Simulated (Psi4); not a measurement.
Internal rotation in SMILES C#C/C=C\[Si](F)(F)F (C4H3F3Si). Scanned: dihedral C3–C4–Si5–F6; all other coordinates were relaxed at GFN2-xTB.

Geometry of the scan point at 10° (Å):
```
11

C     -2.1566     0.1033     1.3857
C     -1.5983    -0.0549     0.3333
C     -0.9786    -0.2433    -0.9148
C      0.3433    -0.1797    -1.1232
Si     1.6519     0.1552     0.1511
F      1.2061     0.1510     1.6724
F      2.3742     1.5589    -0.0359
F      2.8407    -0.8974     0.0830
H     -2.6302     0.2424     2.3115
H     -1.6575    -0.4496    -1.7348
H      0.6941    -0.3436    -2.1348
```

Method: DF-MP2 (frozen core)/cc-pVTZ // GFN2-xTB run with Psi4.

Scanned values (°): 0, 10, 20, 30, 40, 50, 60, 70, 80, 90, 100, 110.

Q: At which scan points does the profile have its minima and maxima, and how high do they lie?

A: Lower than their neighbours: 60° (0.00 kcal/mol). Higher than their neighbours: 0° (0.85 kcal/mol, end of the scan), 110° (0.78 kcal/mol, end of the scan). The whole profile spans 0.85 kcal/mol.
